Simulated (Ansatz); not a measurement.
Two isomers of C2H6O2Si: A = `OC(O)=C[SiH3]`, B = `O/C=C/[SiH2]O`.

Computed with Ansatz on PBE0-D4/def2-TZVP structures; ΔE is electronic, products minus reactants. CBS: MP2 limit from def2 TZ/QZ plus the TZ coupled-cluster correction, frozen cores. DFT in def2-TZVPP. B3LYP here is the variant with VWN-RPA as its local correlation; programs differ in this. One conformer a species, not always the lowest.

(1) Which isomer does CCSD(T)/CBS put lower? Give the gap. (An estimate is asked.)

(2) Give E(B) − E(A) in kcal/mol with B3LYP-D4, PBE-D4, ωB97M-V, CCSD/def2-TZVPP, MP2/def2-TZVPP, B3LYP, B2PLYP. (An estimate is asked.)

Largest T1 diagnostic: 0.013.

Answers

(1) Computed: B, by 31.3 kcal/mol.

(2) The calculation gave: B3LYP-D4 -29.4, PBE-D4 -26.6, ωB97M-V -29.1, CCSD/def2-TZVPP -30.6, MP2/def2-TZVPP -31.4, B3LYP -29.6, B2PLYP -30.5. None reverses the order clearly.
